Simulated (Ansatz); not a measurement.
Relaxation of BFH5NS (9 atoms, charge 0, multiplicity 1), to a largest force component of 0.03 eV/Å in at most 50 steps.

Method: RKS PBE/6-31G* in Ansatz 0.2.0.

```xyz
9
Properties=species:S:1:pos:R:3
B -0.106 0.564 -0.428
N -0.019 -0.027 2.246
H -0.728 -0.418 2.875
H 0.898 -0.237 2.659
H 0.990 0.111 -0.596
F -1.192 -0.123 -0.777
S -0.239 2.369 0.050
H -1.599 2.425 0.048
H -0.117 1.011 2.271
```

**Question.** Where does it end, and by what steps?

**Answer.** The forces met the threshold. After 19 steps the energy has fallen by 0.683 eV; H3 moved furthest, 1.01 Å. Joined: B1–N2 (2.74 → 1.69 Å).

| step | energy less start (eV) | largest force component (eV/Å) | accepted |
| --- | --- | --- | --- |
| 0 | 0.0000 | 0.636 | yes |
| 1 | -0.0753 | 1.242 | yes |
| 2 | -0.1959 | 1.285 | yes |
| 3 | -0.4133 | 0.882 | yes |
| 4 | -0.5588 | 1.224 | yes |
| 5 | -0.6036 | 0.215 | yes |
| 6 | -0.6164 | 0.107 | yes |
| 7 | -0.6169 | 0.111 | yes |
| 8 | -0.6184 | 0.043 | yes |
| 9 | -0.6271 | 0.071 | yes |
| 10 | -0.6321 | 0.123 | yes |
| 11 | -0.6183 | 0.902 | no |
| 12 | -0.6432 | 0.114 | yes |
| 13 | -0.6534 | 0.266 | yes |
| 14 | -0.6538 | 0.665 | yes |
| 15 | -0.6560 | 0.528 | yes |
| 16 | -0.6482 | 0.498 | no |
| 17 | -0.6808 | 0.107 | yes |
| 18 | -0.6809 | 0.098 | yes |
| 19 | -0.6826 | 0.021 | yes |

```xyz
9
Properties=species:S:1:pos:R:3
B 0.008 0.507 0.194
N -0.012 0.218 1.854
H -0.964 0.327 2.233
H 0.319 -0.731 2.086
H 1.181 0.363 -0.107
F -0.895 -0.418 -0.311
S -0.495 2.351 -0.006
H -1.841 2.153 0.074
H 0.589 0.904 2.329
```

Time of the run: 54 s on 1 thread of Arm Neoverse V1, with other jobs on the host, peak memory 0.16 GiB.
